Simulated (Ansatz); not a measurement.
CH3AlF2, singlet, at a GFN2-xTB geometry (such geometries of metal compounds can be far from the true shape); Ansatz (an electronic-structure program) with HF/3-21G.

Ansatz was given this input:
Ansatz 0.2 input:
```yaml
crystal:
  periodic: [false, false, false]
  atoms:
    - {symbol: Al, position_ang: [0.05180306, 0.04011766, 0.00222470]}
    - {symbol: C, position_ang: [-1.50805595, -1.16573156, -0.06233932]}
    - {symbol: H, position_ang: [-1.30669362, -2.03874718, -0.68318980]}
    - {symbol: H, position_ang: [-2.37664668, -0.64890162, -0.46820696]}
    - {symbol: H, position_ang: [-1.76055472, -1.53755322, 0.93063349]}
    - {symbol: F, position_ang: [0.01100760, 1.60162551, -0.52911869]}
    - {symbol: F, position_ang: [1.52441362, -0.41295198, 0.59199405]}
basis:
  gaussian:
    orbitals: 3-21G.json
    point_charges:
      - {charge: -1.0, position_ang: [-0.0112, 4.5140, -1.5483]}
hamiltonian:
  xc: hf
```
The basis file holds 3-21G in the JSON format of the Basis Set Exchange.

Q: Write the output that Ansatz gives for this input, abridged.

A: 
```
Functional definition: HF
511 factors; integrals over basis functions are off by at most 1.0e-3 eV
mean field evaluation 1: about -13002.9484 eV, gradient 3.9e1 eV
mean field evaluation 2: about -13003.0754 eV, gradient 3.9e1 eV
mean field evaluation 4: about -13005.6971 eV, gradient 1.5e0 eV
mean field evaluation 8: about -13005.7279 eV, gradient 1.4e-4 eV
mean field -13005.72785806 eV, -477.9516831849 hartree, gradient 2.2e-5 eV, S^2 0.000000; 0 other end points of the search recorded, 0 dependent functions left out
reference -13005.72785806 eV, -477.9516831849 hartree; 20, 20 occupied and 26, 26 virtual orbitals, 511 factors
Total energy: -13005.72785806 eV, -477.9516831849 hartree
```
